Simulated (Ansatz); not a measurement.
`[F][InH][SiH3]` → `[F][InH2]` + `[SiH2]` at 400 K and 1 bar (silylene loss).

Computed with Ansatz on PBE0-D4/def2-TZVP structures; ΔE is electronic, products minus reactants. CBS: MP2 limit from def2 TZ/QZ plus the TZ coupled-cluster correction, frozen cores. This one scheme is used for every species. Elements past krypton have def2 core potentials. For In outer-core shells are correlated without core-valence functions, which leaves a few kJ/mol of doubt a bond.

| species | CCSD(T)/CBS energy (Eh) | H − E (kJ/mol) | S (J/(mol·K)) |
| --- | --- | --- | --- |
| `[F][InH][SiH3]` | -581.10508 | 112.7 | 373.4 |
| `[F][InH2]` | -290.81142 | 53.0 | 281.4 |
| `[SiH2]` | -290.19011 | 44.2 | 218.1 |

H − E and S are ideal-gas, rigid-rotor, harmonic terms from PBE0-D4/def2-TZVP. 1 Eh = 2625.50 kJ/mol, R = 8.31446 J/(mol·K).

Q: By hand: ΔE, ΔH, ΔS and ΔG.

A: ΔE = (-290.81142) + (-290.19011) − (-581.10508) = 0.10355 Eh = 271.9 kJ/mol. Δ(H − E) = 53.0 + 44.2 − 112.7 = -15.5, so ΔH = 256.4 kJ/mol. ΔS = 281.4 + 218.1 − 373.4 = 126.1 J/(mol·K). ΔG = 256.4 − 400 × (126.1)/1000 = 206.0 kJ/mol.

Q: By hand: the equilibrium constant, and the temperature at which ΔG would vanish if ΔH and ΔS stayed fixed.

A: log₁₀ K = −ΔG/(RT ln 10) = -26.9. ΔG = 0 at ΔH/ΔS = 2033 K.

The number of gas molecules changes by +1, which sets the sign of ΔS. A doubt of 5 kJ/mol in ΔE shifts log₁₀ K by 0.7 here. Modes under 60 cm⁻¹, often nearly free rotors, make the harmonic entropy too high. These are equilibria of isolated gas molecules and say nothing of rates. Largest T1 diagnostic: 0.016 (customary marks: 0.02 for closed shells, 0.045 for open ones).
